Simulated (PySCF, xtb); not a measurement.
B(F)(NH2)(NMe2) (C2H8BFN2), SMILES CN(C)B(F)N. Other conformers were not sampled.

Harmonic wavenumbers (cm⁻¹) from GFN2-xTB in xtb at its own minimum, in rising order: 77, 122, 168, 236, 260, 343, 345, 401, 437, 454, 506, 715, 814, 1016, 1059, 1098, 1136, 1175, 1220, 1302, 1411, 1418, 1467, 1473, 1482, 1492, 1509, 1540, 2903, 2911, 2931, 2941, 3049, 3059, 3543, 3590.

Task: What does PBE-D3(BJ)/def2-SVP (PySCF) give at its own minimum? (An estimate is asked for; the answer gives what the named calculation found.)

Result: 77, 125, 185, 219, 247, 253, 350, 407, 440, 475, 611, 701, 838, 1003, 1052, 1080, 1132, 1192, 1237, 1343, 1385, 1399, 1402, 1415, 1420, 1429, 1506, 1557, 2901, 2910, 2953, 2962, 3060, 3091, 3557, 3663. Paired by order, the mean absolute difference is 26 cm⁻¹ and the zero-point energies are 70.9 and 70.9 kcal/mol.
